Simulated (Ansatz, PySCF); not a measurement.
Gas-phase reaction in SMILES: CO[Si](C)(C)OC [dimethoxy(dimethyl)silane] + 2 O (H2O) + 3 [SiH4] (SiH4) → 2 CO (CH4O) [methanol] + 2 C[SiH3] + 2 O[SiH3] [hydroxysilane]
Each molecule is optimised on its own at B3LYP-D3(BJ)/def2-TZVP (Ansatz, an electronic-structure program), one conformer each, not searched for the lowest. Frequencies are from Ansatz or PySCF.
Geometry of the first species:
```
Si
O 1 1.6401
C 2 1.4171 1 124.63
H 3 1.0901 2 108.13 1 -176.23
H 3 1.0930 4 108.91 2 -120.90
H 3 1.0949 4 108.45 5 -118.24
O 1 1.6519 2 106.13 3 55.30
C 7 1.4124 1 125.53 2 -172.85
H 8 1.0904 7 108.36 1 179.44
H 8 1.0950 9 108.38 7 121.32
H 8 1.0954 9 108.26 10 117.48
C 1 1.8594 2 106.66 3 174.31
H 12 1.0914 1 110.55 2 -57.19
H 12 1.0919 13 108.12 1 -121.71
H 12 1.0927 13 108.13 14 -116.39
C 1 1.8698 2 111.41 3 -63.53
H 16 1.0922 1 110.69 2 -58.84
H 16 1.0923 17 107.95 1 -122.22
H 16 1.0928 17 107.51 18 -115.80
```

Quantity: bond separation energy (0 K, with B3LYP-D3(BJ) harmonic zero-point energies), in kcal/mol. Cores are frozen in the correlated levels unless marked. Spin-orbit coupling is left out. Non-relativistic. CBS marks a two-point X^-3 extrapolation of the correlation energy; Hartree-Fock from the larger set. [CCSD(T)-MP2]/basis is that difference in the basis named.

```csv
level,program,bond separation energy (kcal/mol),minus last row
HF/cc-pV(D+d)Z,Ansatz,12.2,-4.5
BLYP-D4/def2-TZVPD,Ansatz + dftd4,18.3,1.6
BLYP/def2-TZVPD,Ansatz,11.6,-5.1
revPBE-D4/def2-TZVPD,Ansatz + dftd4,18.6,1.9
r2SCAN-D3(BJ)/def2-TZVPD,Ansatz + dftd3,17.2,0.5
B3LYP-D4/def2-TZVPD,Ansatz + dftd4,17.8,1.1
PBE0/6-31G*,Ansatz,14.9,-1.8
PBE0-D4/def2-TZVP,Ansatz + dftd4,16.1,-0.6
PBE0/def2-QZVPP,Ansatz,13.3,-3.4
r2SCANh-D4/def2-TZVPD,Ansatz + dftd4,17.2,0.5
CAM-B3LYP/def2-TZVPD,Ansatz,14.0,-2.7
B2GP-PLYP-D3(BJ)/def2-TZVPD,Ansatz + dftd3,17.1,0.4
B2GP-PLYP-D4/def2-TZVPD,Ansatz + dftd4,17.0,0.3
B2PLYP-D4/def2-TZVPD,Ansatz + dftd4,17.2,0.5
RI-MP2/aug-cc-pV(T+d)Z,Ansatz,17.7,1.0
"RI-MP2/CBS(cc-pV(T+d)Z,cc-pV(Q+d)Z)",Ansatz,16.2,-0.5
SCS-MP2/aug-cc-pV(D+d)Z,Ansatz,18.7,2.0
CCSD/6-31G,Ansatz,23.2,6.5
CCSD/aug-cc-pV(D+d)Z,Ansatz,19.7,3.0
CCSD(T)/cc-pV(D+d)Z,Ansatz,17.2,0.5
"RI-MP2/CBS(cc-pV(T+d)Z,cc-pV(Q+d)Z)+[CCSD(T)-MP2]/cc-pV(D+d)Z",Ansatz,16.7,0.0
```
